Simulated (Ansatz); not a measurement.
Input and output for C$_{2}$H$_{2}$ClFSn (`C#[C][SnH]([F])[Cl]`).

```yaml
crystal:
  periodic: [false, false, false]
  atoms:
    - {symbol: C, position_ang: [-0.652603, 0.280523, 2.050753]}
    - {symbol: C, position_ang: [-0.258662, 0.086060, 0.928924]}
    - {symbol: Sn, position_ang: [0.457476, -0.240327, -0.969616]}
    - {symbol: F, position_ang: [-0.762184, -1.450209, -1.798015]}
    - {symbol: Cl, position_ang: [0.282746, 1.706583, -2.185151]}
    - {symbol: H, position_ang: [-1.009519, 0.452645, 3.041161]}
    - {symbol: H, position_ang: [2.004044, -0.903375, -1.113856]}
basis:
  gaussian: {orbitals: def2-SVPD}
magnetization: {spin_polarized: true, initial_magnetization: 2}
hamiltonian: {xc: {name: PBE0-DH}}
output: {forces: true}
```

```sh
$ ansatz run in.yaml --threads 4 --pin off --events-out ev --progress --plain --max-ram 10444MiB
```

It prints (some lines left out):

```
Functional definition: PBE0-DH
1458 factors; integrals over basis functions are off by at most 7.8e-4 eV
mean field evaluation 1: about -23137.2987 eV, gradient 4.0e1 eV
mean field evaluation 2: about -23137.3915 eV, gradient 4.0e1 eV
mean field evaluation 4: about -23145.7776 eV, gradient 1.2e1 eV
mean field evaluation 8: about -23148.8452 eV, gradient 3.3e0 eV
mean field evaluation 16: about -23149.0826 eV, gradient 6.1e-2 eV
mean field evaluation 32: about -23149.1064 eV, gradient 1.6e-3 eV
mean field -23149.10644744 eV, -850.7139709155 hartree, gradient 3.3e-6 eV, S^2 2.009581; 6 other end points of the search recorded, 0 dependent functions left out
12 core orbitals not correlated: weight in the atoms' cores, before any rotation towards them, 1.000 or more for the frozen orbitals, at most 0.000 for the correlated occupied ones
reference -23149.10647455 eV, -850.7139719117 hartree; 20, 18 occupied and 106, 108 virtual orbitals, 1458 factors
second order -22.57061257 eV of doubles, -0.00000000 eV of singles
Total energy: -23151.92780112 eV, -850.8176537508 hartree
Atom 0 at    -0.652603     0.280523     2.050753 Å, force    -3.822011     1.991486    10.858902 eV/Å
Atom 1 at    -0.258662     0.086060     0.928924 Å, force     3.899453    -2.149663   -11.004569 eV/Å
Atom 2 at     0.457476    -0.240327    -0.969616 Å, force     0.813939     0.088091     0.932833 eV/Å
Atom 3 at    -0.762184    -1.450209    -1.798015 Å, force    -0.615772    -0.478669    -0.500487 eV/Å
Atom 4 at     0.282746     1.706583    -2.185151 Å, force    -0.154697     0.528671    -0.463640 eV/Å
Atom 5 at    -1.009519     0.452645     3.041161 Å, force    -0.035687     0.031061     0.121112 eV/Å
Atom 6 at     2.004044    -0.903375    -1.113856 Å, force    -0.085225    -0.010976     0.055849 eV/Å
Dipole moment:     0.283287     0.019650     0.801805 e Å
```

Run time 30 s (4 threads of an Intel Xeon Platinum 8259CL on a shared host); peak host memory 0.89 GiB.
